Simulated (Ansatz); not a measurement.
The cluster B3N3. The state is a singlet with charge 0. Geometry PBE0-D4/def2-SVP, basis def2-TZVP, Ansatz.

Cartesian coordinates in Å:
```
B -0.991 -0.242 -0.386
B 0.724 0.509 -0.638
B 0.267 -0.267 1.023
N -1.007 -0.708 0.887
N 1.379 0.337 0.536
N -0.372 0.371 -1.424
```

```json
{"run": "A", "HOMO (eV)": "-8.53", "LUMO (eV)": "-3.46"}
{"run": "B", "HOMO (eV)": "-10.05", "LUMO (eV)": "-2.09"}
{"run": "C", "HOMO (eV)": "-7.91", "LUMO (eV)": "-3.71"}
{"run": "D", "HOMO (eV)": "-11.72", "LUMO (eV)": "-0.74"}
{"run": "E", "HOMO (eV)": "-7.68", "LUMO (eV)": "-3.98"}
{"run": "F", "HOMO (eV)": "-10.30", "LUMO (eV)": "-1.97"}
```

LC-ωPBE has ω = 0.4 bohr⁻¹. HSE06 is defined as in plane-wave codes, on full-range PBE exchange. The structure comes from a short search, and lower isomers may exist.

**Question.** The runs used BHLYP, CAM-B3LYP, HSE06, LC-ωPBE, PBE, r2SCAN. Estimate which is which.

**Answer.** A HSE06 (range-separated); B BHLYP (50 % exact exchange); C r2SCAN (0 % exact exchange); D LC-ωPBE (range-separated); E PBE (0 % exact exchange); F CAM-B3LYP (range-separated). Exact exchange lowers occupied and raises empty levels; among semilocal functionals meta-GGAs tend to open the gap a little, and such runs are hard to tell apart. The gap grows from 3.70 eV (PBE) to 10.98 eV (LC-ωPBE).
